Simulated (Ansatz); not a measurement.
**Molecular dynamics of C₃H₁₁NO₂Si**

The input (input.yaml):

```yaml
crystal:
  periodic: [false, false, false]
  atoms:
    - { symbol: Si, position_ang: [-0.16814, 0.057325, -0.034621] }
    - { symbol: "N", position_ang: [-0.219127, -0.115025, 1.71527] }
    - { symbol: H, position_ang: [-0.168454, 0.811345, 2.191124] }
    - { symbol: H, position_ang: [0.587844, -0.65654, 2.094184] }
    - { symbol: O, position_ang: [1.423351, 0.071174, -0.663865] }
    - { symbol: C, position_ang: [2.046793, -1.233543, -0.628987] }
    - { symbol: H, position_ang: [1.516369, -1.992248, -1.241494] }
    - { symbol: H, position_ang: [3.066714, -1.131394, -1.04364] }
    - { symbol: H, position_ang: [2.154018, -1.654291, 0.394497] }
    - { symbol: C, position_ang: [-0.909906, 1.685954, -0.539519] }
    - { symbol: H, position_ang: [-1.814022, 1.901053, 0.037085] }
    - { symbol: H, position_ang: [-0.203844, 2.506845, -0.384418] }
    - { symbol: H, position_ang: [-1.183016, 1.676102, -1.598351] }
    - { symbol: O, position_ang: [-1.057652, -1.204815, -0.757904] }
    - { symbol: C, position_ang: [-1.219662, -2.358207, 0.101093] }
    - { symbol: H, position_ang: [-1.414365, -2.089366, 1.159382] }
    - { symbol: H, position_ang: [-2.082459, -2.940917, -0.27222] }
    - { symbol: H, position_ang: [-0.336843, -3.033054, 0.085781] }
basis:
  gaussian: { orbitals: STO-3G }
hamiltonian:
  xc: pbe0
  dispersion: d4
md:
  timestep: 0.5
  n_steps: 166
  ensemble: nvt_nose_hoover
  temperature: 1500.0
  initial_velocities: maxwell_boltzmann
  seed: 120124
  nose_hoover: { tau: 100.0, chain_length: 5 }
```

Launched with:

```bash
$ ansatz run input.yaml --threads 1 --pin off --max-ram 2048MiB --backend cpu --events-out ev --progress --plain --runs-dir out
```

It starts from a relaxed structure.

Output, in part (step lines, the closing report, with atoms numbered from 0):

```
md step     0: t =     0.00 fs  T =  1500.0 K  F+E_penalty+E_count = -16535.65789553 eV  E_kin = 3.102240 eV  conserved = -16532.55565556 eV  (22 SCF iters)
[... lines left out ...]
Total energy: -16533.91666436 eV, -607.6102303241 hartree
Atom 0 at    -0.119873     0.000914     0.100387 Å, force     0.284187     0.989998    -4.360072 eV/Å
Atom 1 at    -0.220824    -0.009167     1.804107 Å, force    -1.234121    -0.939826    -0.461421 eV/Å
Atom 2 at    -0.951183     0.616893     2.151879 Å, force    -0.388892     0.436389     0.573941 eV/Å
Atom 3 at     0.657199     0.226698     2.234144 Å, force     1.397313     0.360775     0.975417 eV/Å
Atom 4 at     1.666086    -0.024617    -0.248394 Å, force    -2.928825     0.828269     1.418166 eV/Å
Atom 5 at     2.035439    -1.048388    -1.129136 Å, force     2.759765    -3.212044    -1.667321 eV/Å
Atom 6 at     1.629756    -1.070280    -2.151754 Å, force    -0.101242     1.480555    -0.773892 eV/Å
Atom 7 at     3.227006    -0.998091    -1.237421 Å, force    -2.879421    -0.362242     0.286171 eV/Å
Atom 8 at     1.724130    -2.140558    -0.928465 Å, force     0.817422     1.221180     1.256478 eV/Å
Atom 9 at    -1.000324     1.633370    -0.727842 Å, force     1.856982     1.587561     2.528749 eV/Å
Atom 10 at    -0.260791     2.454545    -1.214781 Å, force    -2.032092    -2.441090     1.678599 eV/Å
Atom 11 at    -1.664699     1.288001    -1.501147 Å, force    -0.571568    -0.241498    -0.673043 eV/Å
Atom 12 at    -1.667221     2.135793     0.123543 Å, force     1.798379    -1.023097    -2.317999 eV/Å
Atom 13 at    -0.991233    -1.298960    -0.800501 Å, force     1.017405     1.615738     1.616207 eV/Å
Atom 14 at    -1.452984    -2.335452     0.112547 Å, force    -0.304791    -0.709026    -0.181166 eV/Å
Atom 15 at    -2.566138    -2.496588    -0.014135 Å, force     0.985571    -0.456836    -0.677320 eV/Å
Atom 16 at    -0.820613    -3.270204    -0.069099 Å, force    -1.236927     0.680635     0.352191 eV/Å
Atom 17 at    -1.420769    -2.084078     1.181977 Å, force     0.760856     0.184558     0.426314 eV/Å
Dipole moment:    -0.120789     0.155151     0.278083 e Å
```

The steps, from the saved trajectory:

| time (fs) | T (K) | potential energy less start (eV) | conserved less start (meV/atom) |
| --- | --- | --- | --- |
| 0.0 | 1500 | 0.000 | 0.00 |
| 2.5 | 936 | 1.183 | 0.97 |
| 5.0 | 773 | 1.515 | 0.59 |
| 7.5 | 568 | 1.950 | 1.12 |
| 10.0 | 1008 | 1.026 | 0.20 |
| 12.5 | 830 | 1.410 | 0.80 |
| 15.0 | 916 | 1.232 | 0.55 |
| 17.5 | 857 | 1.367 | 0.91 |
| 20.0 | 964 | 1.145 | 0.50 |
| 22.5 | 719 | 1.666 | 0.80 |
| 25.0 | 788 | 1.525 | 0.56 |
| 27.5 | 829 | 1.455 | 0.75 |
| 30.0 | 860 | 1.399 | 0.54 |
| 32.5 | 554 | 2.046 | 0.82 |
| 35.0 | 554 | 2.050 | 0.59 |
| 37.5 | 703 | 1.756 | 0.79 |
| 40.0 | 991 | 1.173 | 0.59 |
| 42.5 | 908 | 1.366 | 0.70 |
| 45.0 | 814 | 1.576 | 0.60 |
| 47.5 | 789 | 1.646 | 0.57 |
| 50.0 | 802 | 1.641 | 0.74 |
| 52.5 | 858 | 1.544 | 0.69 |
| 55.0 | 887 | 1.507 | 0.71 |
| 57.5 | 1029 | 1.234 | 0.44 |
| 60.0 | 890 | 1.554 | 0.75 |
| 62.5 | 762 | 1.844 | 0.72 |
| 65.0 | 690 | 2.017 | 0.92 |
| 67.5 | 1022 | 1.348 | 0.42 |
| 70.0 | 1074 | 1.278 | 0.65 |
| 72.5 | 990 | 1.486 | 0.71 |
| 75.0 | 816 | 1.880 | 1.01 |
| 77.5 | 1006 | 1.510 | 0.55 |
| 80.0 | 1119 | 1.311 | 0.59 |
| 82.5 | 1029 | 1.537 | 0.66 |

All steps were run. The conserved energy stayed within 1.1 meV per atom of its start (net change 0.81 meV per atom), so the integration is sound. The mean temperature of the second half is 39 % below the set value. A run of 0.083 ps of so small a system gives no equilibrium averages. Limits of this set-up: minimal basis.

The same pairs are bonded in the first frame and the last. Pairs count as bonded within 1.25 times the sum of covalent radii (0.12 Å more for H–H).

Last frame:

```xyz
18
Properties=species:S:1:pos:R:3
Si -0.120 0.001 0.100
N -0.221 -0.009 1.804
H -0.951 0.617 2.152
H 0.657 0.227 2.234
O 1.666 -0.025 -0.248
C 2.035 -1.048 -1.129
H 1.630 -1.070 -2.152
H 3.227 -0.998 -1.237
H 1.724 -2.141 -0.928
C -1.000 1.633 -0.728
H -0.261 2.454 -1.215
H -1.665 1.288 -1.501
H -1.667 2.136 0.123
O -0.991 -1.299 -0.800
C -1.453 -2.336 0.113
H -2.566 -2.497 -0.014
H -0.821 -3.270 -0.069
H -1.421 -2.084 1.182
```

Run time: 15 min on 1 thread of Arm Neoverse V1, on a shared host, peak memory 0.14 GiB.
